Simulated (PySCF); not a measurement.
PbS, SMILES [S]=[Pb] (connectivity only; charge and spin as stated), neutral, multiplicity 1.

The structure is a stationary point at PBE0-D3(BJ)/def2-TZVP. The def2 effective core potentials stand for the cores of Pb; spin–orbit coupling is left out.

Vertical ionisation energy (IE) and electron affinity (EA) in eV. Rows of orbital energies are one-electron estimates. Where ΔSCF, EOM or ADC give a negative EA the extra electron is unbound and the value depends on the basis.

```csv
level,IE,EA
"−ε(HOMO), −ε(LUMO), ωB97X/def2-TZVPD (PySCF)",9.18,0.76
"−ε(HOMO), −ε(LUMO), M06-2X/def2-TZVPD (PySCF)",7.87,1.66
```
